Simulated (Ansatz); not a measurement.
`C#[C][Hf]([OH])([C]#C)[C]#C`. Charge 0, multiplicity 1. Hf: def2 effective core potential.

```json
{"atom": "C1", "x (Å)": "2.9662", "y (Å)": "0.8885", "z (Å)": "1.0606"}
{"atom": "C2", "x (Å)": "1.9546", "y (Å)": "0.4359", "z (Å)": "0.5617"}
{"atom": "Hf3", "x (Å)": "0.0979", "y (Å)": "-0.3298", "z (Å)": "-0.2938"}
{"atom": "O4", "x (Å)": "0.5072", "y (Å)": "-1.7070", "z (Å)": "-1.5186"}
{"atom": "C5", "x (Å)": "-1.1715", "y (Å)": "-1.1386", "z (Å)": "1.2874"}
{"atom": "C6", "x (Å)": "-1.8787", "y (Å)": "-1.5516", "z (Å)": "2.1854"}
{"atom": "C7", "x (Å)": "-0.9517", "y (Å)": "1.2690", "z (Å)": "-1.3462"}
{"atom": "C8", "x (Å)": "-1.5383", "y (Å)": "2.1801", "z (Å)": "-1.8967"}
{"atom": "H9", "x (Å)": "3.8535", "y (Å)": "1.2871", "z (Å)": "1.4997"}
{"atom": "H10", "x (Å)": "0.7141", "y (Å)": "-2.4018", "z (Å)": "-2.1358"}
{"atom": "H11", "x (Å)": "-2.4997", "y (Å)": "-1.9127", "z (Å)": "2.9747"}
{"atom": "H12", "x (Å)": "-2.0535", "y (Å)": "2.9809", "z (Å)": "-2.3785"}
```

Task: List the harmonic frequencies (cm⁻¹, unscaled) at PBE0-D4/def2-TZVP in Ansatz. (Estimate.)

Result: Computed: 57, 57, 61, 105, 105, 149, 198, 198, 226, 227, 227, 244, 244, 423, 429, 429, 725, 725, 725, 731, 731, 733, 733, 2084, 2084, 2087, 3450, 3450, 3450, 4012.

Task: Is this a minimum?

Result: Yes, all 30 modes are real.

Task: Give the ideal-gas thermochemistry at 298.15 K and 1 bar (rigid rotor, harmonic oscillator; point group C3v, symmetry number 3).

Result: Zero-point energy 174.0 kJ/mol; H(298) − E = 209.7 kJ/mol; entropy 466.5 J/(mol·K), of which translation 178.7, rotation 116.0, vibration 171.7; G(298) − E = 70.6 kJ/mol. Modes under 100 cm⁻¹ are hindered rotations or soft bends, so the harmonic entropy is rough.

Task: Rotational constants (cm⁻¹)?

Result: 0.04014, 0.04013, 0.02929.
